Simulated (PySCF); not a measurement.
# Spinor energies of Sr(33+) (strontium, charge +33)

Start: [He] 2s2 2p1; 2p3/2 filled at m_j = +3/2. Calculated with PySCF 2.14 in an uncontracted even-tempered set (17 s from 13 bohr⁻², ratio 2.4; 12 p from 17 bohr⁻², ratio 2.4; 5 d from 57 bohr⁻², ratio 2.6; 4 f from 86 bohr⁻², ratio 2.6): generalised Hartree-Fock with the X2C-1e Hamiltonian and a Gaussian nucleus; one run each with spin-orbit coupling (SO) screened by Boettger's factors, then bare. This is a chosen level, not necessarily the ground level.

```tsv
spinor shell	electrons	ε, screened SO (eV)	ε, bare SO (eV)	weight of nominal j (bare SO)	rms radius, bare SO (bohr)
1s1/2	2	-18730.2	-18730.3	1.000	0.0447
2s1/2	2	-4314.2	-4314.3	1.000	0.175
2p3/2	1	-4160.6	-4159.3	1.000	0.153
```

```tsv
quantity	screened SO	bare SO
E (hartree)	-1934.54528	-1934.49436
M_J	3/2	3/2
⟨J²⟩	3.750	3.750
⟨L²⟩	2.000	2.000
⟨S²⟩	0.750	0.750
```

Each row is a mean over spinors that exchange with the open shell spreads, by up to 30.479 eV (2s1/2).

Breit and QED terms are absent; they matter most for the inner s and p1/2 levels.

Densities and radii are taken from the X2C orbitals without a picture-change correction, which distorts them close to the nucleus.
